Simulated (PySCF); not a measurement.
An equivalent PySCF input for Xe (xenon, neutral), [Xe], closed-shell 1S, with the spin-free X2C one-electron Hamiltonian (Gaussian nucleus):

```python
from pyscf import gto, scf, dft, mp, cc
import basis_set_exchange as bse
mol = gto.M(atom="Xe 0 0 0", charge=0, spin=0, symmetry="D2h",
            basis=gto.basis.parse(bse.get_basis("x2c-TZVPall", elements=["Xe"], fmt="nwchem", header=False)),
            nucmod="G")
mf = dft.UKS(mol, xc="B3LYP").sfx2c1e()
mf.irrep_nelec = {'Ag': (9, 9), 'B1g': (2, 2), 'B2g': (2, 2), 'B3g': (2, 2), 'B1u': (4, 4), 'B2u': (4, 4), 'B3u': (4, 4)}
mf.kernel()
```

It reaches the same state as the run whose output follows, with an energy that differs only through the grid. The run itself started from symmetry-adapted Hartree-Fock orbitals and held the occupation by maximum overlap, on a logarithmic radial grid, so the iterations belong to that start.

```
SCF conv_tol = 1e-09
number electrons alpha = 27  beta = 27
XC functionals = B3LYP
    P. J. Stephens, F. J. Devlin, C. F. Chabalowski, and M. J. Frisch.,  J. Phys. Chem. 98, 11623 (1994)
cycle= 1 E= -7446.52623959532  delta_E= -0.00841  |g|= 0.0311  |ddm|= 0.296
cycle= 2 E= -7446.52637271904  delta_E= -0.000133  |g|= 0.0226  |ddm|= 0.0767
cycle= 3 E= -7446.52650749518  delta_E= -0.000135  |g|= 0.0049  |ddm|= 0.0344
cycle= 4 E= -7446.52651005321  delta_E= -2.56e-06  |g|= 0.000311  |ddm|= 0.00267
cycle= 5 E= -7446.52651011421  delta_E= -6.1e-08  |g|= 1.09e-05  |ddm|= 0.000792
cycle= 6 E= -7446.52651011425  delta_E= -4.46e-11  |g|= 4.28e-08  |ddm|= 2.77e-05
converged SCF energy = -7446.52651011425  <S^2> = -2.8421709e-14  2S+1 = 1
```
